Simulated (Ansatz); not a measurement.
Start from `[SiH3]OC([SiH3])S` and change one atom or group to get `[SiH3]OCS`.

Ansatz, PBE0-D4/def2-TZVP geometries, multiplicity 1. Each molecule was computed in one conformer, which needn't be the lowest.

```
                                        property  `[SiH3]OC([SiH3])S`
           LUMO energy (ωB97M-V/def2-TZVPP) / eV                 1.51
         HOMO–LUMO gap (ωB97M-V/def2-TZVPP) / eV                11.08
           HOMO energy (ωB97M-V/def2-TZVPP) / eV                -9.57
              LUMO energy (PBE0/def2-TZVPP) / eV                -0.22
size of the dipole moment (B3LYP/def2-TZVPP) / D                 0.29
           HOMO–LUMO gap (B3LYP/def2-TZVPP) / eV                 6.70
```

(1) Give the same properties after the change, and the shifts. (Estimate.)

## Answers

(1) Computed: 
```tsv
property	`[SiH3]OCS`	shift
LUMO energy (ωB97M-V/def2-TZVPP) / eV	1.70	0.19
HOMO–LUMO gap (ωB97M-V/def2-TZVPP) / eV	11.18	0.10
HOMO energy (ωB97M-V/def2-TZVPP) / eV	-9.48	0.09
LUMO energy (PBE0/def2-TZVPP) / eV	0.03	0.25
size of the dipole moment (B3LYP/def2-TZVPP) / D	1.52	1.23
HOMO–LUMO gap (B3LYP/def2-TZVPP) / eV	6.77	0.07
```

With PBE0 the HOMO rises by 0.15 eV and the LUMO rises by 0.25 eV, so the gap widens by about 0.10 eV. PBE moves the HOMO by 0.16 eV and ωB97M-V by 0.09 eV. Dipoles are sizes alone; their direction can turn.

B3LYP here is the variant with VWN-RPA as its local correlation; programs differ in this.
